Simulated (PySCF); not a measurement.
[Mn(OH)6]- holds Mn(V), d2, at total charge -1. The structure is a model geometry with rigid ligands and bond lengths from ionic radii, not a minimum; coordination octahedral, point group S6, metal–donor distances 1.78 Å.

The d shell alone is too small an active space for [Mn(OH)6]- (an active orbital has only 0.58 squared overlap with the free ion's shell): its levels, fitted parameters, g values and moments show what this model gives and aren't sound predictions.

```
13

Mn    0.000    0.000    0.000
O     0.000    0.000    1.780
H     0.800    0.000    2.320
O     0.000    0.000   -1.780
H    -0.800    0.000   -2.320
O     1.780    0.000    0.000
H     2.320    0.800    0.000
O    -1.780    0.000    0.000
H    -2.320   -0.800    0.000
O     0.000    1.780    0.000
H     0.000    2.320    0.800
O     0.000   -1.780    0.000
H     0.000   -2.320   -0.800
```

Method (PySCF 2.14, density fitting): CASSCF(2,5) with orbitals averaged over all microstates of the shell, strongly contracted NEVPT2 on the averaged canonical orbitals; basis x2c-TZVPall on the metal, x2c-SVPall elsewhere; spin-free X2C; IEF-PCM water; spin-orbit coupling by state interaction with the mean-field operator over all roots.

Which term lies lowest, and with what spin?

3Eg (from 3T1g) (S = 1, orbital degeneracy 2), with 2.0 electrons in the lower (t2g-type) set and 0.0 in the upper (eg-type) set, by NEVPT2; the next part of the same split term lies only 245 cm⁻¹ higher, which doesn't decide their order.

List the excited states of the same spin.

By NEVPT2: 3Ag (from 3T1g) at 245 cm⁻¹; 3Ag (from 3T2g) at 35772 cm⁻¹ (280 nm); 3Eg (from 3T2g) at 36131 cm⁻¹ (277 nm); 3Ag (from 3T1g) at 41974 cm⁻¹ (238 nm); 3Eg (from 3T1g) at 43028 cm⁻¹ (232 nm); 3Ag (from 3A2g) at 70213 cm⁻¹. All are electric-dipole forbidden at this geometry.

Which is the lowest state of another spin?

1Eg (from 1T2g) at 12076 cm⁻¹ by NEVPT2; CASSCF alone puts it at 13513 cm⁻¹ above the same ground state.

What ligand-field parameters describe the result?

At CASSCF level (the NEVPT2 levels don't fit a ligand-field model well): orbital energies 0, 0, 840, 30415, 30415 cm⁻¹; 10Dq = 30135 cm⁻¹ (difference of the means of the two sets); B = 877 cm⁻¹; C = 3588 cm⁻¹; B over its free-ion value at the same level 0.616; the fit misses the states by 1073 cm⁻¹ rms, so splittings below that are unsure; ζ = 325 cm⁻¹ (free ion 464).

What magnetic behaviour follows?

Degenerate or low-lying orbital states mix with the ground state, so no spin-only Hamiltonian applies. The lowest spin-orbit level is 2-fold; the next lies at 114.9 cm⁻¹. The two lowest states form a pseudo-doublet split by 0.000 cm⁻¹ with g_z = 1.70. μeff is 2.33 μB at 300 K and 0.99 μB at 10 K; the spin-only value is 2.83 μB.

The geometry is a model, and the complex may not exist in this form. Charge-transfer states lie outside this active space and may come lower than some of these levels. The ground state is orbitally degenerate in this regular structure, which would distort (Jahn–Teller), so its moment is that of the undistorted model. 3Ag (from 3T1g) (245 cm⁻¹) lies within 300 cm⁻¹ of 3Eg (from 3T1g) at NEVPT2 level, inside the method's error: they are parts of one split term, whose order is undecided, and g values and low-temperature moments can hang on it. NEVPT2 lifts 3Ag (from 3T2g) from 28368 to 35772 cm⁻¹; on the d shell alone it tends to overshoot states that fill the eg-type orbitals. NEVPT2 on the d shell alone tends to put d–d bands too high for such charged or covalently bound ions.

The job took 15 s on one thread of AMD EPYC 9R14 (shared host), with 162 basis functions, launched as `OMP_NUM_THREADS=1 python lf_run.py task.json out`.
